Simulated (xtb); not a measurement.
C4H10S, charge +1, doublet, from a rough starting geometry (a state made from the parent by changing its charge; the spin is typed, not shown lowest); xtb 6.7.1 with GFN2-xTB.

Here is a job for xtb.
```
$ xtb mol.xyz --gfn 2 --chrg 1 --uhf 1 --opt vtight --json

# file mol.xyz
15

C     -0.01454083     1.27430913    -0.59573247
C      0.10603797    -0.00957469     0.19565463
C      0.47771219    -1.22547542    -0.58716304
C     -1.27547939    -0.25061509     0.83298444
S      1.30558913     0.21969160     1.58175595
H     -0.75553727     1.15481720    -1.47642366
H     -0.20488459     2.17958506    -0.07009775
H      1.05835061     1.42550806    -1.15417135
H      0.54009404    -2.05455925    -0.00597698
H     -0.24068857    -1.41371813    -1.40025966
H      1.42539432    -1.00810691    -1.10838802
H     -1.26983541    -1.07213575     1.54234952
H     -1.47556509     0.66150443     1.54363538
H     -2.07623256    -0.35530532     0.11686591
H      2.36902356     0.46550776     0.72642343
```

Question: Write the output that xtb gives for this input, abridged.

Answer: 
```
   ID    Z sym.   atoms
    1    6 C      1-4
    2   16 S      5
    3    1 H      6-15

           -------------------------------------------------
          |                Calculation Setup                |
           -------------------------------------------------

           -------------------------------------------------
          |                 G F N 2 - x T B                 |
           -------------------------------------------------

          ...................................................
          :                      SETUP                      :
          :.................................................:
          :  # basis functions                  36          :
          :  # atomic orbitals                  35          :
          :  # shells                           21          :
          :  # electrons                        31          :
          :  max. iterations                   250          :
          :  Hamiltonian                  GFN2-xTB          :
          :  restarted?                      false          :
          :  GBSA solvation                  false          :
          :  PC potential                    false          :
          :  electronic temp.          300.0000000     K    :
          :  accuracy                    1.0000000          :
          :  -> integral cutoff          0.2500000E+02      :
          :  -> integral neglect         0.1000000E-07      :
          :  -> SCF convergence          0.1000000E-05 Eh   :
          :  -> wf. convergence          0.1000000E-03 e    :
          :  Broyden damping             0.4000000          :
          :  net charge                          1          :
          :  unpaired electrons                  1          :
          ...................................................

 iter      E             dE          RMSdq      gap      omega  full diag
   1    -16.5561384 -0.165561E+02  0.336E+00    5.11       0.0  T
   2    -16.5862200 -0.300815E-01  0.182E+00    5.23       1.0  T
   3    -16.5271820  0.590379E-01  0.378E+00    5.26       1.0  T
   4    -16.5893692 -0.621871E-01  0.104E+00    5.25       1.0  T
   5    -16.5905964 -0.122724E-02  0.654E-01    5.25       1.0  T
   6    -16.5914345 -0.838082E-03  0.458E-01    5.23       1.0  T
   7    -16.5919515 -0.516999E-03  0.292E-01    5.24       1.0  T
   8    -16.5922813 -0.329856E-03  0.381E-02    5.25       1.0  T
   9    -16.5922815 -0.120634E-06  0.271E-02    5.25       1.0  T
[...]
 * total energy  :   -16.4205027 Eh     change       -0.3793054E-04 Eh
 * total energy  :   -16.4205415 Eh     change       -0.3882672E-04 Eh
 * total energy  :   -16.4205937 Eh     change       -0.5217278E-04 Eh
 * total energy  :   -16.4206391 Eh     change       -0.4544281E-04 Eh
 * total energy  :   -16.4206704 Eh     change       -0.3123333E-04 Eh
 * total energy  :   -16.4206956 Eh     change       -0.2521307E-04 Eh
 * total energy  :   -16.4207058 Eh     change       -0.1026520E-04 Eh
 * total energy  :   -16.4207087 Eh     change       -0.2840330E-05 Eh
 * total energy  :   -16.4207102 Eh     change       -0.1488876E-05 Eh
 * total energy  :   -16.4207119 Eh     change       -0.1711844E-05 Eh
 * total energy  :   -16.4207120 Eh     change       -0.1528690E-06 Eh
 * total energy  :   -16.4207121 Eh     change       -0.4919686E-07 Eh
   *** GEOMETRY OPTIMIZATION CONVERGED AFTER 25 ITERATIONS ***
         :: total energy             -16.420712087528 Eh    ::
[...]
 Mol. C8AA /au·bohr⁸  :      51260.081074
 Mol. α(0) /au        :         66.614118

Wiberg/Mayer (AO) data.
largest (>0.10) Wiberg bond orders for each atom

 ---------------------------------------------------------------------------
     #   Z sym  total        # sym  WBO       # sym  WBO       # sym  WBO
 ---------------------------------------------------------------------------
     1   6 C    3.975 --     2 C    1.000     8 H    0.973     7 H    0.963
                             6 H    0.962
     2   6 C    3.936 --     5 S    1.015     4 C    1.004     1 C    1.000
                             3 C    0.892
     3   6 C    3.949 --    11 H    0.979     9 H    0.977    10 H    0.916
                             2 C    0.892     5 S    0.156
     4   6 C    3.975 --     2 C    1.004    12 H    0.970    14 H    0.966
                            13 H    0.956
     5  16 S    2.339 --     2 C    1.015    15 H    0.944     3 C    0.156
     6   1 H    0.989 --     1 C    0.962
     7   1 H    0.991 --     1 C    0.963
     8   1 H    0.994 --     1 C    0.973
     9   1 H    0.991 --     3 C    0.977
    10   1 H    0.981 --     3 C    0.916
    11   1 H    0.992 --     3 C    0.979
    12   1 H    0.992 --     4 C    0.970
    13   1 H    0.991 --     4 C    0.956
    14   1 H    0.990 --     4 C    0.966
    15   1 H    0.960 --     5 S    0.944
 ---------------------------------------------------------------------------

Topologies differ in total number of bonds
Writing topology from bond orders to xtbtopo.mol

molecular dipole:
                 x           y           z       tot (Debye)
 q only:        1.137       0.098       0.708
   full:        1.226       0.166       0.668       3.575
molecular quadrupole (traceless):
                xx          xy          yy          xz          yz          zz
 q only:        3.418       1.627      -2.363       3.238       0.920      -1.055
  q+dip:        3.841       2.171      -2.321       3.038       1.095      -1.520
   full:        3.831       2.149      -2.219       3.011       1.348      -1.613

optimized geometry written to: xtbopt.xyz

           -------------------------------------------------
          | TOTAL ENERGY              -16.420712087528 Eh   |
          | GRADIENT NORM               0.000038813658 Eh/α |
          | HOMO-LUMO GAP               5.337436608437 eV   |
           -------------------------------------------------

normal termination of xtb
```
